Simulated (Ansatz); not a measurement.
Start from `[NH]=[Mo](=[NH])([OH])[F]` and change one element to get `[NH]=[W](=[NH])([OH])[F]`.

Ansatz, PBE0-D4/def2-TZVP geometries, multiplicity 1. Each molecule was computed in one conformer, which needn't be the lowest.

Elements past krypton have def2 core potentials.

| property | `[NH]=[Mo](=[NH])([OH])[F]` |
| --- | --- |
| zero-point energy (PBE0-D4/def2-TZVP) / kJ/mol | 114.6 |
| HOMO–LUMO gap (ωB97M-V/def2-TZVPP) / eV | 10.83 |
| LUMO energy (B3LYP/def2-TZVPP) / eV | -1.89 |
| ideal-gas entropy at 298 K and 1 bar (rigid rotor, harmonic PBE0-D4/def2-TZVP) / J/(mol·K) | 340 |
| size of the dipole moment (B3LYP/def2-TZVPP) / D | 2.99 |
| HOMO–LUMO gap (PBE0/def2-TZVPP) / eV | 6.48 |

Problem. Give the same properties after the change, and the shifts. (Estimate.)

Solution. The calculation gave: 
| property | `[NH]=[W](=[NH])([OH])[F]` | shift |
| --- | --- | --- |
| zero-point energy (PBE0-D4/def2-TZVP) / kJ/mol | 115.1 | 0.5 |
| HOMO–LUMO gap (ωB97M-V/def2-TZVPP) / eV | 11.23 | 0.40 |
| LUMO energy (B3LYP/def2-TZVPP) / eV | -1.31 | 0.58 |
| ideal-gas entropy at 298 K and 1 bar (rigid rotor, harmonic PBE0-D4/def2-TZVP) / J/(mol·K) | 345 | 5 |
| size of the dipole moment (B3LYP/def2-TZVPP) / D | 2.53 | -0.46 |
| HOMO–LUMO gap (PBE0/def2-TZVPP) / eV | 6.87 | 0.39 |

With PBE0 the HOMO rises by 0.20 eV and the LUMO rises by 0.59 eV, so the gap widens by about 0.39 eV. PBE moves the HOMO by 0.18 eV and ωB97M-V by 0.21 eV. Dipoles are sizes alone; their direction can turn.

B3LYP here is the variant with VWN-RPA as its local correlation; programs differ in this.
